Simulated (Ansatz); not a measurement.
Cost and result for the atomization energy of `C=C1O[SiH]1N` (10 atoms, 10 bonds).

Z-matrix (Å, degrees):
```
Si
N 1 1.682
C 1 1.772 2 124.7
O 1 1.679 2 121.5 3 -58.6
H 1 1.473 2 108.3 3 162.6
H 2 1.006 1 123.7 3 13.7
H 2 1.005 1 122.4 3 -175.3
C 3 1.319 1 169.0 2 69.1
H 8 1.085 3 121.3 1 -172.4
H 8 1.082 3 119.8 1 7.8
```

Charge 0, multiplicity 1. The geometry is a stationary point of PBE0-D4/def2-TZVP. It is one conformer, not always the lowest. Program: Ansatz. All runs use 4 threads of an Arm Neoverse V2 on a shared host. Times are those of one run each, without the atoms' runs, and a repeat can differ threefold. Electronic energies, without spin–orbit coupling; frozen cores. CCSD(T)/CBS adds CCSD(T) − MP2 in def2-TZVPP to the MP2 limit, and its time is that of the two runs behind it. T1 = 0.014. B3LYP takes the VWN-RPA correlation (the form of Gaussian; ORCA's B3LYP/G). HSE06 is the plane-wave form, built on full-range PBE exchange.

CCSD(T)/CBS is a level of theory with its own doubt, some kJ/mol a heavy atom from the limit and from the frozen cores, so smaller differences don't rank the functionals.

```json
{"level": "revPBE-D4/def2-TZVPP", "functions": "236", "wall time": "1.4 s"}
{"level": "PBE0-D4/def2-TZVPP", "functions": "236", "wall time": "2 s"}
{"level": "BHLYP-D4/def2-TZVPP", "functions": "236", "wall time": "2 s"}
{"level": "HSE06-D4/def2-TZVPP", "functions": "236", "wall time": "2.2 s"}
{"level": "r2SCAN-D4/def2-TZVPP (with forces)", "functions": "236", "wall time": "3.1 s"}
{"level": "B3LYP-D4/def2-TZVPP (with forces)", "functions": "236", "wall time": "3.1 s"}
{"level": "CCSD(T)/def2-SVP", "functions": "99", "wall time": "3.1 s"}
{"level": "B2PLYP/def2-TZVPP", "functions": "236", "wall time": "3.8 s"}
{"level": "B97M-V/def2-TZVPP", "functions": "236", "wall time": "6 s"}
{"level": "ωB97M-V/def2-TZVPP (with forces)", "functions": "236", "wall time": "7.5 s"}
{"level": "MP2/def2-QZVPP", "functions": "448", "wall time": "14 s"}
{"level": "CCSD(T)/def2-TZVPP", "functions": "236", "wall time": "82 s"}
{"level": "CCSD(T)/CBS(def2)", "functions": "–", "wall time": "96 s"}
```

Problem. What atomization energy does each give, and how far from CCSD(T)/CBS? (Estimate.)

Solution. Ansatz gave: 
| level | atomization (kJ/mol) | difference from CCSD(T)/CBS | per bond |
| --- | --- | --- | --- |
| revPBE-D4/def2-TZVPP | 3933.2 | 4.5 | 0.5 |
| PBE0-D4/def2-TZVPP | 3939.1 | 10.4 | 1.0 |
| BHLYP-D4/def2-TZVPP | 3779.3 | -149.4 | -14.9 |
| HSE06-D4/def2-TZVPP | 3943.0 | 14.3 | 1.4 |
| r2SCAN-D4/def2-TZVPP (with forces) | 3942.7 | 14.0 | 1.4 |
| B3LYP-D4/def2-TZVPP (with forces) | 3934.4 | 5.7 | 0.6 |
| CCSD(T)/def2-SVP | 3636.2 | -292.5 | -29.2 |
| B2PLYP/def2-TZVPP | 3893.0 | -35.7 | -3.6 |
| B97M-V/def2-TZVPP | 3943.5 | 14.8 | 1.5 |
| ωB97M-V/def2-TZVPP (with forces) | 3948.9 | 20.2 | 2.0 |
| MP2/def2-QZVPP | 3973.2 | 44.5 | 4.5 |
| CCSD(T)/def2-TZVPP | 3803.5 | -125.2 | -12.5 |
| CCSD(T)/CBS(def2) | 3928.7 | 0.0 | 0.0 |

The D4 term adds +31.4 kJ/mol with B3LYP and +16.4 kJ/mol with PBE0; it sums over pairs of atoms, weighted by their polarisabilities, and B3LYP, whose exchange is more repulsive, gets the larger term. From BLYP to BHLYP (50 % exact exchange), in def2-TZVPP and without D4, the atomization energy moves by −155.8 kJ/mol: exact exchange takes away binding that semilocal exchange gives to molecules. In def2-TZVPP, CCSD(T) changes the Hartree–Fock value by +1098.1 kJ/mol (the triples alone add +75.9 kJ/mol) and MP2 by +1192.6 kJ/mol; breaking electron pairs costs correlation energy, which Hartree–Fock lacks.
